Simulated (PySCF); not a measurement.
This triplet is an excited state, 1.17 eV above the relaxed singlet at the level B3LYP-D3(BJ)/def2-TZVP (PySCF).

Cartesian coordinates (Å):
SMILES: C([Si]C)#N
```xyz
7

C     -1.1137     0.2594     0.1713
Si     0.4108    -0.4531     1.0299
C      1.9566    -0.4792     0.0905
N      2.9742    -0.5194    -0.4682
H     -1.9705     0.2203     0.8424
H     -0.9231     1.2977    -0.1033
H     -1.3343    -0.3257    -0.7225
```
Charge 0, spin multiplicity 3.

Problem. Estimate the dipole moment, total energy and highest occupied spin orbital that PBE-D3(BJ)/def2-TZVP // B3LYP-D3(BJ)/def2-TZVP in PySCF 2.14.0 returns for this input.

Solution. 
The dipole moment is 0.915 e·Å, the total energy is -421.9149 Ha and the highest occupied spin orbital comes out as -4.87 eV.
